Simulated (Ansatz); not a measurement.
Geometry optimisation, Ansatz 0.2.0, DFT PBE-D3(BJ), scalar-relativistic, plane waves, PAW.

Input file:

```yaml
accuracy: low
crystal:
  lattice:
    - [8.173302, 0.0, 0.0]
    - [0.0, 8.173302, 0.0]
    - [0.0, 0.0, 8.173302]
  atoms:
    - { symbol: C, position: [0.5386354, 0.2899209, 0.0186738] }
    - { symbol: F, position: [0.6293379, 0.3939079, 0.1047484] }
    - { symbol: F, position: [0.3859605, 0.2919595, 0.0746675] }
    - { symbol: F, position: [0.5395502, 0.333932, -0.137887] }
    - { symbol: F, position: [0.5996931, 0.1398842, 0.0331661] }
    - { symbol: C, position: [0.4012176, 0.2161679, 0.5134586] }
    - { symbol: F, position: [0.3135857, 0.1816307, 0.3808807] }
    - { symbol: F, position: [0.3012878, 0.2454782, 0.6383746] }
    - { symbol: F, position: [0.4972794, 0.0899405, 0.5493456] }
    - { symbol: F, position: [0.4927176, 0.347622, 0.4852337] }
    - { symbol: C, position: [0.971284, 0.9604339, 0.0369585] }
    - { symbol: F, position: [1.084789, 0.9203288, -0.0723908] }
    - { symbol: F, position: [0.8799479, 0.8301366, 0.070565] }
    - { symbol: F, position: [1.0432478, 1.0127633, 0.1730905] }
    - { symbol: F, position: [0.8771513, 1.078507, -0.0234306] }
    - { symbol: C, position: [0.0717168, 0.8149105, 0.5245632] }
    - { symbol: F, position: [0.102421, 0.9730431, 0.5021928] }
    - { symbol: F, position: [0.0955272, 0.77664, 0.6808242] }
    - { symbol: F, position: [-0.0825638, 0.783365, 0.4839251] }
    - { symbol: F, position: [0.1714828, 0.7265942, 0.4313106] }
    - { symbol: C, position: [0.8389385, 0.4194914, 0.5272285] }
    - { symbol: F, position: [0.8696883, 0.5494426, 0.620052] }
    - { symbol: F, position: [0.7560845, 0.309474, 0.6137181] }
    - { symbol: F, position: [0.7507591, 0.4646409, 0.3982517] }
    - { symbol: F, position: [0.9792221, 0.3544082, 0.4768919] }
    - { symbol: C, position: [0.5085778, 0.7472928, 0.2871777] }
    - { symbol: F, position: [0.569566, 0.8555219, 0.3921347] }
    - { symbol: F, position: [0.6104717, 0.7302162, 0.1615787] }
    - { symbol: F, position: [0.4899789, 0.6039774, 0.3617689] }
    - { symbol: F, position: [0.3642948, 0.7994557, 0.2332286] }
basis:
  ecutwfc: 420.0
kpoints:
  mp_grid: { grid: [1, 1, 1] }
hamiltonian:
  xc: pbe
  dispersion: d3bj
scf:
  occupations: { method: fermi_dirac, width: 0.02 }
  lower_state_search: "off"
relax:
  f_tol: 0.3
  max_steps: 15
  adjacent_minimum: "off"
```

Run as:

```bash
$ ansatz run input.yaml --threads 1 --pin off --max-ram 3072MiB --backend cpu --events-out ev --progress --plain --runs-dir out
```

Question: Where does it end, and by what steps?

Answer: The run converged. The threshold is loose, so the end isn't yet a minimum. The force dipped under the threshold on the way, but the program's further checks kept it going. Limits of this set-up: coarse k mesh, low accuracy level. After 7 steps the energy has fallen by 1.402 eV; F23 moved furthest, 1.07 Å.

| step | energy less start (eV) | largest force component (eV/Å) | accepted |
| --- | --- | --- | --- |
| 0 | 0.0000 | 0.830 | yes |
| 1 | -0.6895 | 0.273 | yes |
| 2 | -1.0053 | 0.314 | yes |
| 3 | -1.1799 | 0.205 | yes |
| 4 | -1.2799 | 0.278 | yes |
| 5 | -1.3419 | 0.424 | yes |
| 6 | -1.4016 | 0.176 | yes |
| 7 | -1.4016 | 0.176 | yes |

```xyz
30
Lattice="8.1733 0.0000 0.0000 0.0000 8.1733 0.0000 0.0000 0.0000 8.1733" Properties=species:S:1:pos:R:3
C 4.298 2.284 0.198
F 5.114 2.596 1.205
F 3.057 2.678 0.488
F 4.711 2.901 -0.912
F 4.315 0.964 0.006
C 3.126 1.784 4.572
F 2.631 1.496 3.366
F 2.138 1.852 5.469
F 3.984 0.828 4.938
F 3.752 2.960 4.519
C 8.212 8.278 0.234
F 9.380 8.136 -0.392
F 7.668 7.077 0.447
F 8.404 8.892 1.404
F 7.391 9.011 -0.525
C 0.296 6.589 4.419
F 0.690 7.854 4.276
F 0.676 6.136 5.616
F -1.034 6.525 4.317
F 0.853 5.839 3.463
C 7.160 3.004 4.275
F 7.321 3.589 5.464
F 6.683 1.774 4.450
F 6.309 3.717 3.539
F 8.332 2.941 3.647
C 4.127 6.242 1.899
F 4.777 7.157 2.623
F 4.905 5.838 0.891
F 3.821 5.197 2.671
F 3.005 6.775 1.409
```

The run took 21 s on 1 thread of AMD EPYC 9R14 (Zen 4) (shared host), peak memory 0.61 GiB.
